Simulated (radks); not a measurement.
Results of a calculation; reference values are marked as such.
The table gives one normalised radial function P(r) = r R(r) of Cr4+ in [Ar] 3d1 4s1 (r in bohr). Code: a radial shooting solver on a logarithmic mesh with Libxc functionals. Model: scalar-relativistic Kohn-Sham, PBEsol, spin-polarised, spherical densities, finite nucleus; open shells are filled with parallel spins first; Fermi nuclear charge, rms radius 3.6452 fm.

r	P
0.008573	0.0832
0.01107	0.1004
0.01431	0.1186
0.01863	0.1367
0.02406	0.1508
0.03108	0.1570
0.04015	0.1494
0.05186	0.1212
0.067	0.0664
0.08654	-0.0164
0.1118	-0.1187
0.1444	-0.2170
0.1865	-0.2722
0.241	-0.2393
0.3113	-0.0931
0.4021	0.1399
0.5194	0.3627
0.6709	0.4357
0.8667	0.2583
1.128	-0.1494
1.458	-0.5730
1.883	-0.7966
2.432	-0.7106
3.142	-0.4225
4.059	-0.1626
5.243	-0.0367
6.773	-0.0043

Which n and l does it have? It may be an empty orbital.

Answer. n = 4, l = 0: the number of nodes gives n - l - 1 = 3, the rise at small r (about r^(l+1)) gives l, and the extent must fit the shell. The curve is that of 4s up; the table hardly tells the two spins apart. 4s up: eigenvalue -44.612 eV, 3 radial nodes at r = 0.0827, 0.347, 1.03 bohr, <r> = 2.15 bohr, 90 % of the charge inside 3.07 bohr.
